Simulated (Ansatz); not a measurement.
Two isomers of C3H7FSn: A = `FC1[CH2][SnH2][CH2]1`, B = `C[CH](C)[Sn][F]`.

Gas-phase electronic energies from Ansatz, PBE0-D4/def2-TZVP geometries. CCSD(T)/CBS adds triple-zeta CCSD(T) − MP2 to the extrapolated MP2 energy (def2 sets, frozen cores). Functionals use def2-TZVPP. B3LYP here is the variant with VWN-RPA as its local correlation; programs differ in this. def2 core potentials past Kr. For Sn outer-core shells are correlated without core-valence functions, which leaves a few kJ/mol of doubt a bond. One conformer a species, not always the lowest.

A:

Z-matrix (Å, degrees):
```
C
C 1 1.525
Sn 1 2.594 2 56.5
F 1 1.393 2 112.5 3 -151.2
C 1 1.525 2 106.6 3 -27.4
H 1 1.097 2 109.6 3 91.1
H 2 1.093 1 110.4 3 107.8
H 2 1.087 1 115.8 3 -126.5
H 3 1.704 1 112.3 2 105.9
H 3 1.702 1 136.4 2 -74.0
H 5 1.093 1 110.4 2 -80.4
H 5 1.087 1 115.8 2 153.8
```

B:

Z-matrix (Å, degrees):
```
C
C 1 1.523
H 1 1.095 2 112.7
H 1 1.094 2 111.0 3 -120.9
H 1 1.097 2 111.1 3 119.8
C 2 1.523 1 111.7 3 -177.1
Sn 2 2.201 1 109.2 3 62.3
H 2 1.097 1 109.6 3 -55.5
H 6 1.097 2 111.1 1 57.5
H 6 1.094 2 111.0 1 -61.8
H 6 1.095 2 112.7 1 177.3
F 7 1.956 2 91.9 1 60.6
```

Problem. Which isomer does CCSD(T)/CBS put lower? Give the gap. (An estimate is asked.)

Solution. The calculation gave: B, by 212.9 kJ/mol.

Problem. Give E(B) − E(A) in kJ/mol with MP2/def2-TZVPP, r2SCAN-D4, CCSD(T)/def2-TZVPP, B3LYP-D4, PBE-D4, HF/def2-TZVPP, B2PLYP. (An estimate is asked.)

Solution. The calculation gave: MP2/def2-TZVPP -212.8, r2SCAN-D4 -212.3, CCSD(T)/def2-TZVPP -201.3, B3LYP-D4 -238.0, PBE-D4 -217.9, HF/def2-TZVPP -220.5, B2PLYP -227.9. None reverses the order clearly.

Largest T1 diagnostic: 0.014.

From PBE to PBE0 (25 % exact exchange), in def2-TZVPP and without D4, E(B) − E(A) moves by +10.9 kJ/mol. In def2-TZVPP, CCSD(T) changes the Hartree–Fock value by +19.2 kJ/mol (the triples alone add +4.2 kJ/mol) and MP2 by +7.7 kJ/mol.
